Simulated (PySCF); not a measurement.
A structure optimised at B3LYP-D3(BJ)/def2-SVP, used in a PySCF frequency run:

```
Si
H 1 1.4969
Si 1 2.3405 2 112.74
H 3 1.4924 1 108.64 2 176.67
H 3 1.4924 4 109.11 1 120.28
H 3 1.4961 4 108.43 5 117.95
Si 1 2.3405 2 112.73 3 -133.15
H 7 1.4924 1 108.63 2 -177.70
H 7 1.4924 8 109.10 1 -120.31
H 7 1.4960 8 108.45 9 -117.94
```
Charge 0, spin multiplicity 2.

Q: Write its SMILES and formula.

A: [SiH3][SiH][SiH3], H₇Si₃

Q: What are its rotational constants (standard atomic weights)?

A: 10.778, 1.9126, 1.6992 GHz
